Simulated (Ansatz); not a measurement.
Interaction energy ladder

The pair of HBr (SMILES Br, atoms 1–2) and Br₂ (SMILES BrBr, atoms 3–4), both closed shells, in one local arrangement (a lower one may exist), relaxed at PBE0-D4/def2-TZVP:

```
4
angstrom
Br -0.5405 -0.1294 -2.3137
H 0.1975 0.0197 -1.1024
Br -0.8886 -0.1294 2.0864
Br 1.2316 0.2391 1.3298
```

Ansatz 0.2.0; basis: def2-TZVPPD, with def2-QZVPPD for the basis limit; cores frozen in the correlated methods. Filled d shells of the heavier atoms are correlated. The def2 sets are not built for correlating such inner shells, so the correlated values are less sure here. Extrapolation: Hartree–Fock as exp(−7.88 √X), correlation as X^−2.97. Interaction energies count from these two fragments, frozen as in the pair, with the counterpoise correction; negative means bound.

Question: What is the interaction energy by CCSD(T) at an estimated basis limit (MP2 extrapolated from triple and quadruple zeta, plus CCSD(T) − MP2 in triple zeta)? (Judge from chemistry; the value comes from the calculation.)

Answer: The calculation gives: -1.71 kcal/mol. Hartree–Fock alone gives 1.13 kcal/mol at the basis limit, so without correlation the pair would not bind at this distance. Plain CCSD(T) in triple zeta gives -1.07 kcal/mol; the step to the limit is large here, so the limit is uncertain. It counts from the two fragments frozen as in the pair.

Question: Which atoms make the shortest contact between the fragments?

Answer: H2 and Br4, 2.65 Å apart.

Basis-set superposition shift (counterpoise-corrected less uncorrected): CCSD(T) 1.02; MP2 1.01; HF 0.16; PBE0-D4 0.17; wB97M-V 0.14 kcal/mol.

T1 diagnostic: at most 0.007.

For scale, one of the runs: CCSD(T)/def2-TZVPPD, 188 basis functions, launched by `ansatz run in.yaml --threads 4 --pin off --events-out ev --progress --plain --max-ram 9574MiB`. The run took 33 s on 4 CPU threads of an Arm Neoverse V2 (shared host), with 1.4 GiB of host memory at its peak.
